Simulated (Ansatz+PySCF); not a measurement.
Results of a calculation; reference values are marked as such.
## Several solutions for singlet BeO

```xyz
2

Be    0.0000    0.0000   -1.3385
O     0.0000    0.0000    0.6692
```

Basis set: STO-3G (spherical functions). Charge 0, multiplicity 1.

PBE0 (unrestricted) was run from several starts with Ansatz (development build ahead of 0.2.0) and PySCF 2.14.0.

```
run  program                        start  converged  energy (hartree)  <S²>
  A   Ansatz      atomic start, no search        yes         -88.38505  0.00
  B   Ansatz      stability test followed        yes         -88.45750  1.03
  C   Ansatz  search for the lowest state        yes         -88.45750  1.03
  D    PySCF             program defaults        yes         -88.42383  1.02
```

Question: Which runs reached the lowest solution of this kind, and what is wrong with the others?

Answer: B, C reached the lowest solution found. Converged but too high: A by 1.97 eV, D by 0.92 eV. Convergence only shows a stationary point, and even a stable one can lie too high; stability tests and further starts are what find lower ones. Caution: another spin multiplicity may lie lower. Caution: the unrestricted determinant is a mixture of spin states.
